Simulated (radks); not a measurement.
Numerical settings for the chromium ion Cr+, [Ar] 3d5. All-electron calculation, non-relativistic Kohn-Sham, TPSS, spin-unpolarised, spherical densities, point nucleus; meta-GGA in the generalised Kohn-Sham scheme. Program: a radial shooting solver on a logarithmic mesh with Libxc functionals. The defaults (mesh step 0.008 in ln r, mesh end at 40 bohr or more with all orbitals vanishing there, Anderson mixing 0.5 over 9 steps, residual threshold near 1e-9 with the energy settled to 1e-9 hartree or 1e-11 of itself, here a cap of 50 iterations) give E = -1044.038 hartree and 3d at -9.686 eV in 13 iterations. Run on one thread of a shared host, so times are rough (Intel(R) Xeon(R) 6975P-C): 0.06 s of CPU time, 0.06 s wall, 13 iterations on 2476 mesh points. Changes against that run (0 stands for a change within the tolerance of the run):

| setting | iterations | converged | E (mhartree) | e(3d) (meV) | CPU (s) |
|---|---|---|---|---|---|
| mesh step in ln r 0.03 | 13 | yes | 0 | 0 | 0.02 |
| mesh step in ln r 0.003 | 16 | yes | 0 | 0 | 0.17 |
| mesh step in ln r 0.05 | 13 | yes | +0.0117 | 0 | 0.01 |
| mesh end (bohr) 12 | 13 | yes | 0 | +0.137 | 0.05 |
| mesh end (bohr) 1 | 9 | level above zero | +7.35e+04 | +2.63e+05 | 0.03 |
| residual threshold 1e-16 | 50 | no | 0 | 0 | 0.14 |
| residual threshold 1e-13 | 50 | no | 0 | 0 | 0.14 |
| mixing 0.05 | 19 | yes | 0 | 0 | 0.08 |
| linear mixing, mixing 1 | 50 | no | +2.26e+04 | +8.15e+03 | 0.38 |
| linear mixing, mixing 0.5 | 22 | yes | 0 | -0.00479 | 0.08 |
| mixing history 20 | 23 | yes | 0 | +0.0128 | 0.09 |
| iteration cap 2 | 2 | no | +226 | -1.47e+04 | 0.01 |

Settled on a wrong energy, with an occupied level pushed above zero by the early mesh end: mesh end (bohr) 1 (+73.5 hartree). Apart from these: no run marked as converged misses the energy by more than 1 mhartree. A mesh that ends early acts as a hard wall.
